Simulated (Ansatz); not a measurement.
AlBrFHS, SMILES `[F][Al]([SH])[Br]`, relaxed with RKS PBE0-D4/def2-TZVP in Ansatz from a PBE-D4/def2-SVP geometry. The force threshold is 0.005 eV/Å; the program also tests the step.

Total charge 0; spin multiplicity 1.

Start:

```xyz
5

F    -1.469   -0.300   -1.349
Al   -0.393   -0.359   -0.070
S     0.278    1.509    0.865
Br    0.266   -2.413    0.573
H     1.318    1.563   -0.019
```

Task: By how much does the energy fall, and how many steps does the optimiser take? (Best estimate.)

Result: Ansatz gave: 5.88 kcal/mol, in 15 steps, 1 of them rejected.

Task: Which bonds change most? (Estimate.)

Result: Computed: Al2–S3 from 2.195 to 2.156 Å; F1–Al2 from 1.673 to 1.638 Å; S3–H5 from 1.366 to 1.345 Å; Al2–Br4 from 2.251 to 2.234 Å.

Task: Give the relaxed structure. (Estimate.)

Result: Computed: 
```xyz
5

F    -1.859   -0.407   -1.085
Al   -0.450   -0.290   -0.258
S     0.327    1.680    0.151
Br    0.586   -2.156    0.399
H     1.395    1.173    0.793
```
